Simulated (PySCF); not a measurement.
# Exact mass, isotope pattern and composition

Species: `[Cl][Mo]([Cl])([Cl])([Cl])[Cl]` [radical].

All values are calculated from tables of isotopes.

Task: Find the molar and monoisotopic masses of MoCl5.

Result: For MoCl5, with standard atomic weights, 1 × 95.950 + 5 × 35.450 = 273.200 g/mol. From the most abundant isotopes (98Mo, 35Cl), 1 × 97.905408 + 5 × 34.968853 = 272.7497 u.

Task: Give the isotope pattern of the singly charged cation M+, merging species of the same nominal mass.

Result: 
| nominal mass | m/z (centroid) | relative intensity |
| --- | --- | --- |
| 267 | 266.7505 | 21.5 |
| 269 | 268.7479 | 47.8 |
| 270 | 269.7496 | 23.1 |
| 271 | 270.7464 | 67.5 |
| 272 | 271.7475 | 50.7 |
| 273 | 272.7462 | 94.3 |
| 274 | 273.7452 | 45.7 |
| 275 | 274.7456 | 100.0 |
| 276 | 275.7427 | 21.7 |
| 277 | 276.7444 | 66.7 |
| 278 | 277.7402 | 5.7 |
| 279 | 278.7427 | 27.0 |
| 280 | 279.7376 | 0.8 |
| 281 | 280.7408 | 6.5 |
| 283 | 282.7387 | 0.8 |

Lines under 0.1 % of the tallest are left out. One electron mass, 0.00055 u, is taken off. Abundances used (%; other tables differ somewhat): 92Mo 14.84, 94Mo 9.25, 95Mo 15.92, 96Mo 16.68, 97Mo 9.55, 98Mo 24.13, 100Mo 9.63; 35Cl 75.78, 37Cl 24.22.

Task: What share of all molecules is the monoisotopic species?

Result: 0.2413 × 0.7578^5 = 6.03 %.

Task: What is the composition by mass?

Result: Mo 35.12 %, Cl 64.88 %.

Task: Protons, neutrons, electrons, and exact less nominal mass of the monoisotopic species?

Result: 127 protons, 146 neutrons and 127 electrons; 272.7497 − 273 = -0.2503 u.

Task: Which singly substituted isotopologues are there?

Result: Intensity in % of the monoisotopic species:

```csv
isotope,mass shift (u),m/z,intensity (%)
92Mo,-5.99860,266.7505,61.50
94Mo,-4.00032,268.7488,38.33
95Mo,-2.99957,269.7496,65.98
96Mo,-2.00073,270.7484,69.13
97Mo,-0.99939,271.7497,39.58
37Cl,+1.99705,274.7462,159.80
100Mo,+2.00207,274.7512,39.91
```

Species under 0.02 % are left out.

Task: What resolving power m/Δm just matches the spacing of the species with one 37Cl and with one 100Mo?

Result: They lie 0.00502 u apart at mass 274.75, so m/Δm is about 55000.
